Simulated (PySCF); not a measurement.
Compound: C7H5N2S (charge +1).
Bonds: C1–C2 (triple), C2–C3, C3–C4 (aromatic), C4–S5 (aromatic), S5–C6 (aromatic), C6–C7, C7–N8 (triple), C6–N9 (aromatic), N9–C10, C3–N9 (aromatic). Hydrogens: H11 on C1; H12 on C4; H13, H14, H15 on C10.

Computed geometry: GFN2-xTB, gas phase.

(1) Give the optimised bond lengths and angles.

Results:

(1) 
```
                     bond  length (Å)
                    C1≡C2       1.202
                    C2–C3       1.406
                    C3–C4       1.371
                    C4–S5       1.706
                    S5–C6       1.711
                    C6–C7       1.407
                    C7≡N8       1.144
                    C6–N9       1.334
                   N9–C10       1.441
                    C3–N9       1.369
                   C1–H11       1.052
                   C4–H12       1.073
C10–H13, C10–H14, C10–H15       1.090
```

Bonds in one row agree within 0.01 Å and their mean is given. A selection of angles:
```
      angle  degrees
  C2–C1–H11    179.5
   C1–C2–C3    180.0
   C2–C3–C4    126.4
   C2–C3–N9    121.2
   C4–C3–N9    112.4
   C3–C4–S5    111.9
  C3–C4–H12    126.4
  S5–C4–H12    121.7
   C4–S5–C6     89.8
   S5–C6–C7    123.1
   S5–C6–N9    113.0
   C7–C6–N9    124.0
   C6–C7–N8    179.6
  C6–N9–C10    124.6
   C3–N9–C6    113.0
  C3–N9–C10    122.4
 N9–C10–H13    109.8
H13–C10–H14    109.5
H13–C10–H15    108.0
```

The 5-membered ring C3–C4–S5–C6–N9 has internal angles of 89.8° to 113.0° (sum 540°, against 540° for a flat polygon); it is planar, 0.00 Å rms from its mean plane, widest ring torsion 0°. The 4 C–N bonds span 1.144 Å (C7≡N8, drawn triple) to 1.441 Å (N9–C10, drawn single), a spread of 0.297 Å. Of the pairs four or more bonds apart, C7···H14 is among the closest relative to their van der Waals radii: 2.49 Å, 86 % of the sum of Bondi's values. C6 (substituted aromatic carbon) is planar (angles 124.0°, 123.1° and 113.0°, sum 360.0°, 0.00 Å off the plane of its three neighbours). C3 (substituted aromatic carbon) is planar (angles 126.4°, 121.2° and 112.4°, sum 360.0°, 0.00 Å off the plane of its three neighbours). The C–C distances run from 1.202 Å (C1≡C2, drawn triple) to 1.407 Å (C6–C7, drawn single), a spread of 0.205 Å. C4 (aromatic CH next to a ring sulfur) is planar (angles 126.4°, 121.7° and 111.9°, sum 360.0°, 0.00 Å off the plane of its three neighbours).

Point group: Cs (every atom within 0.08 Å of its image). Not checked by GFN2-xTB frequencies.
